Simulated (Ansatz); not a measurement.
Basis-set extrapolation for C3H8OSi (`OC/C=C/[SiH3]`) (PBE0-D4/def2-TZVP geometry, frozen core, the Gaussian-basis code of Ansatz). Multiplicity 1, RHF reference.

```csv
,def2-TZVPP,def2-QZVPP
HF,-482.114564,-482.132603
MP2 correlation,-0.861489,-0.921787
CCSD(T) correlation,-0.948168,not run
```

Energies in hartree. Use E(X) = E(∞) + A·exp(−7.88·√X) for Hartree–Fock and E(X) = E(∞) + B·X^(−2.97) for correlation, with X = 3 and 4, and add CCSD(T) minus MP2 of the smaller set to the MP2 limit.

Problem. What is the CCSD(T) energy at the basis-set limit?

Solution. HF limit: -482.132603 + (-0.018039) × 0.13774 = -482.13509. MP2 limit: -0.921787 + (-0.060298) × 0.74074 = -0.96645. Higher-order term: -0.948168 − (-0.861489) = -0.08668. Total: -483.18822 hartree, 3.41 eV below CCSD(T)/def2-TZVPP.
